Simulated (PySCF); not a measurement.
B(H)(Me)(NH2) (CH6BN), SMILES CBN.

The structure is a stationary point at PBE-D3(BJ)/def2-TZVP. The values are those of a single conformer.

These are TDA-LC-ωPBE/def2-SVPD (PySCF) values and carry that method's errors.

Vertical excitations. Isolated molecule, no solvent. State labels are in the subgroup Cs.

```tsv
state	symmetry	energy (eV)	λ (nm)	f	main pairs
S1	A"	7.71	161	0.003	HOMO−1→LUMO+1 97 %
S2	A"	8.09	153	0.046	HOMO→LUMO 77 %, HOMO→LUMO+3 13 %
S3	A'	8.77	141	0.293	HOMO→LUMO+1 78 %, HOMO−1→LUMO 14 %
S4	A'	9.11	136	0.032	HOMO−1→LUMO 79 %, HOMO→LUMO+1 14 %
S5	A"	9.37	132	0.001	HOMO→LUMO+3 39 %, HOMO→LUMO+4 28 %, HOMO→LUMO+2 22 %
S6	A"	9.44	131	0.028	HOMO−2→LUMO+1 88 %
S7	A"	9.86	126	0.002	HOMO→LUMO+2 41 %, HOMO→LUMO+3 27 %, HOMO→LUMO 16 %
S8	A'	9.95	125	0.194	HOMO−1→LUMO+2 77 %
S9	A'	10.28	121	0.019	HOMO−2→LUMO 40 %, HOMO−1→LUMO+3 30 %, HOMO−2→LUMO+2 10 %, HOMO−1→LUMO+2 10 %
S10	A'	10.45	119	0.339	HOMO−1→LUMO+3 58 %, HOMO−2→LUMO 22 %
T1	A'	6.59	188	0	HOMO→LUMO+1 92 %
T2	A"	6.96	178	0	HOMO−1→LUMO+1 94 %
T3	A"	7.70	161	0	HOMO→LUMO 69 %, HOMO→LUMO+3 17 %
T4	A"	8.47	146	0	HOMO−2→LUMO+1 79 %, HOMO−4→LUMO+1 13 %
```
Triplets are in the Tamm–Dancoff approximation.
